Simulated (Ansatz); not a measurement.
CH8GeO2Si, SMILES `CO[SiH2][O][GeH3]`. Total charge 0; spin multiplicity 1. Correlated methods include outer-core shells of Ge, which these sets cover unevenly. Scalar relativity is left out up to krypton.

Z-matrix (Å, degrees):
```
C
O 1 1.407
H 1 1.097 2 111.7
H 1 1.096 2 111.4 3 121.5
H 1 1.091 2 108.4 3 -119.4
Si 2 1.642 1 124.1 3 -48.9
O 6 1.620 2 107.3 1 167.3
H 6 1.491 2 108.2 1 46.6
H 6 1.485 2 111.3 1 -74.1
Ge 7 1.782 6 131.1 2 -31.1
H 10 1.534 7 108.4 6 77.5
H 10 1.533 7 105.0 6 -163.0
H 10 1.537 7 108.8 6 -43.7
```

**Question.** Give the diagnostics of a CCSD(T)/def2-TZVPP run (frozen core, Ansatz 0.2.0). (Estimate.)

**Answer.** Computed: T1 = 0.0116, largest single amplitude 0.013, largest double 0.012, (T) share of the correlation energy 3.4 %, 9 CCSD cycles. The RHF solution is stable towards an unrestricted one. T1 lies under the customary mark of 0.02 for closed shells.
